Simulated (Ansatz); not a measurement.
Isolated molecules relaxed with PBE0-D4/def2-TZVP in Ansatz; ΔE leaves out vibrations. CCSD(T)/CBS adds triple-zeta CCSD(T) − MP2 to the extrapolated MP2 energy (def2 sets, frozen cores). DFT in def2-TZVPP. B3LYP here is the variant with VWN-RPA as its local correlation; programs differ in this. For Se outer-core shells are correlated without core-valence functions, which leaves a few kJ/mol of doubt a bond. Scalar relativity is left out up to krypton. Each species was taken in one conformer, which may not be the lowest.

Consider the formal exchange of groups at the Se–C bond: `C/C(O)=C\[SeH]` + `[CH3][AlH][SiH3]` → `[CH3][AlH][SiH2][SeH]` + `C=C(C)O`.

```csv
level,ΔE (kJ/mol),difference from CCSD(T)/CBS
PBE-D4,-108.5,6.0
r2SCAN-D4,-114.6,-0.1
PBE0-D4,-113.0,1.5
B3LYP-D4,-111.1,3.4
ωB97X-V,-109.9,4.6
ωB97M-V,-112.5,2.0
B2PLYP,-112.2,2.3
PBE,-109.7,4.8
r2SCAN,-115.0,-0.5
PBE0,-114.0,0.5
B3LYP,-112.9,1.6
HF/def2-TZVPP,-122.7,-8.2
MP2/def2-TZVPP,-110.1,4.4
SCS-MP2/def2-TZVPP,-108.6,5.9
CCSD/def2-TZVPP,-110.5,4.0
CCSD(T)/def2-TZVPP,-108.1,6.4
HF/def2-QZVPP,-122.4,-7.9
MP2/def2-QZVPP,-113.7,0.8
SCS-MP2/def2-QZVPP,-111.9,2.6
HF/CBS(def2),-122.3,-7.8
MP2/CBS(def2),-116.5,-2.0
CCSD/CBS(def2),-116.9,-2.4
CCSD(T)/CBS,-114.5,0
```

Largest T1 diagnostic among the species: 0.012.

From PBE to PBE0 (25 % exact exchange), in def2-TZVPP and without D4, ΔE moves by −4.3 kJ/mol. In def2-TZVPP, CCSD(T) changes the Hartree–Fock value by +14.6 kJ/mol (the triples alone add +2.4 kJ/mol) and MP2 by +12.5 kJ/mol.
